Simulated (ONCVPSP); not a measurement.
**u(r) = r·R(r): atom against pseudo-atom (Ag (Z = 47))**

Columns: radius, all-electron u(r) and pseudo u(r) of the 4d shell (level -7.44 eV) of silver in the configuration [Ar] 3d10 4s2 4p6 4d10 5s1; PBE, scalar-relativistic, ONCV scheme, ONCVPSP 4.0.1.

```tsv
r (bohr)	all-electron	pseudo
0.090	-0.1801	0.0039
0.180	-0.4216	0.0296
0.270	-0.4111	0.0917
0.360	-0.2109	0.1931
0.450	0.0588	0.3250
0.540	0.3195	0.4703
0.630	0.5355	0.6100
0.720	0.6962	0.7280
0.810	0.8034	0.8151
0.900	0.8654	0.8691
0.990	0.8921	0.8931
1.080	0.8928	0.8930
1.170	0.8754	0.8753
1.260	0.8459	0.8458
1.350	0.8090	0.8089
1.440	0.7679	0.7679
1.530	0.7249	0.7248
1.620	0.6815	0.6814
1.710	0.6387	0.6387
1.800	0.5974	0.5973
1.890	0.5578	0.5577
1.980	0.5202	0.5201
2.070	0.4847	0.4846
2.160	0.4514	0.4513
2.250	0.4202	0.4201
2.340	0.3910	0.3910
```

(1) How many radial nodes do the two functions have?

(2) Is the pseudo-wave norm-conserving?

Answers

(1) The all-electron 4d function has n − l − 1 = 1; the pseudo-wave has 0, since the states of the same l below it are removed with the core.

(2) Yes: the ONCV scheme keeps the norm inside the radius equal to the all-electron one, which fixes the energy derivative of the logarithmic derivative at the level.
